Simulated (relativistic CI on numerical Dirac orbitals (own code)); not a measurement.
Slater and spin-orbit integrals, Rb XXXII

Calculated at this level of theory: Dirac-Coulomb-Breit CI, separate exchange-only KLI orbitals for each configuration, model QED (radiative potential, 1s self-energy scaled to tabulated hydrogen-like ionisation energies), unscaled Slater integrals (own radial code, finite nucleus).

Slater integrals F^k, G^k are unscaled and averaged over j, outside the closed core 1s2; ζ comes from projecting the Hamiltonian with its Breit term on Σ l·s of the shell.

- 2s²2p²: F^2(2p,2p) = 662330, ζ(2p) = 365240 cm⁻¹; <r>(2p) = 0.1441, <r^2>(2p) = 0.02509 (bohr units).
- 2s2p³: F^2(2p,2p) = 661100, G^1(2s,2p) = 701890, ζ(2p) = 362830 cm⁻¹; <r>(2s) = 0.1677, <r^2>(2s) = 0.033, <r>(2p) = 0.1443, <r^2>(2p) = 0.02519 (bohr units).
- 2p⁴: F^2(2p,2p) = 659210, ζ(2p) = 360480 cm⁻¹; <r>(2p) = 0.1447, <r^2>(2p) = 0.02533 (bohr units).

Averages of the first 10 configurations, taken without configuration mixing, which lowers the lowest level and can move excited configurations by several eV; other configurations of the list can lie among them:

```
Configuration  Parity  States  Average energy above the lowest level (eV)
       2s²2p²    even      15                                        91.0
        2s2p³     odd      40                                       256.1
          2p⁴    even      15                                       449.5
        2p³3s     odd      40                                      2517.6
        2p³3p    even     120                                      2566.0
        2p³3d     odd     200                                      2612.9
      2s²2p3s     odd      12                                      2197.3
      2s²2p3p    even      36                                      2250.0
      2s²2p3d     odd      60                                      2297.2
      2s2p²3s    even      60                                      2343.0
```
